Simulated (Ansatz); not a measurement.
C₉H₁₉N (`CC1(C)CCCC(C)(C)N1`). Charge 0, multiplicity 1. The structure was optimised at the PBE0-D4/def2-TZVP level.

```xyz
29

C     1.931   -0.279   -0.909
C     1.053   -0.704    0.277
C     1.975   -1.146    1.407
C     0.133   -1.879   -0.135
C    -1.320   -1.457   -0.321
C    -1.399   -0.076   -0.944
C    -0.824    0.985    0.006
C    -0.331    2.198   -0.786
C    -1.912    1.455    0.971
N     0.218    0.359    0.824
H     1.340   -0.035   -1.792
H     2.613   -1.089   -1.186
H     2.535    0.596   -0.649
H     2.583   -2.000    1.098
H     1.388   -1.429    2.282
H     2.657   -0.339    1.696
H     0.187   -2.670    0.618
H     0.513   -2.313   -1.066
H    -1.847   -2.189   -0.939
H    -1.827   -1.443    0.647
H    -2.432    0.192   -1.186
H    -0.850   -0.072   -1.892
H     0.470    1.933   -1.477
H    -1.147    2.638   -1.366
H     0.046    2.970   -0.108
H    -1.488    2.129    1.721
H    -2.350    0.607    1.499
H    -2.704    1.991    0.441
H     0.789    1.066    1.270
```

Q: What is the dipole moment at B3LYP/def2-TZVPP? (Best estimate.)

A: Computed: 0.61 D, with components (0.32, 0.19, -0.49) D in this frame, pointing from negative to positive charge.

Q: And with PBE, r2SCAN, ωB97M-V? (Best estimate.)

A: Ansatz gave: PBE 0.56 D, r2SCAN 0.58 D, ωB97M-V 0.64 D.

Q: Give the Mulliken charges with B3LYP, r2SCAN, ωB97M-V in def2-TZVPP. (Estimate.)

A: The calculation gave: 
| atom | B3LYP | r2SCAN | ωB97M-V |
| --- | --- | --- | --- |
| C1 | -0.32 | -0.25 | -0.35 |
| C2 | 0.34 | 0.41 | 0.13 |
| C3 | -0.30 | -0.21 | -0.34 |
| C4 | -0.18 | -0.12 | -0.19 |
| C5 | -0.15 | -0.08 | -0.22 |
| C6 | -0.15 | -0.10 | -0.21 |
| C7 | 0.34 | 0.41 | 0.05 |
| C8 | -0.30 | -0.24 | -0.31 |
| C9 | -0.30 | -0.22 | -0.30 |
| N10 | -0.33 | -0.34 | -0.24 |
| H11 | 0.08 | 0.05 | 0.11 |
| H12 | 0.08 | 0.04 | 0.11 |
| H13 | 0.07 | 0.04 | 0.11 |
| H14 | 0.08 | 0.04 | 0.10 |
| H15 | 0.09 | 0.05 | 0.12 |
| H16 | 0.07 | 0.03 | 0.10 |
| H17 | 0.06 | 0.02 | 0.09 |
| H18 | 0.06 | 0.03 | 0.10 |
| H19 | 0.06 | 0.02 | 0.10 |
| H20 | 0.06 | 0.03 | 0.12 |
| H21 | 0.06 | 0.03 | 0.10 |
| H22 | 0.06 | 0.02 | 0.11 |
| H23 | 0.08 | 0.05 | 0.11 |
| H24 | 0.07 | 0.04 | 0.11 |
| H25 | 0.07 | 0.04 | 0.10 |
| H26 | 0.07 | 0.03 | 0.10 |
| H27 | 0.08 | 0.05 | 0.11 |
| H28 | 0.06 | 0.03 | 0.09 |
| H29 | 0.08 | 0.09 | 0.08 |

B3LYP here is the variant with VWN-RPA as its local correlation; programs differ in this.
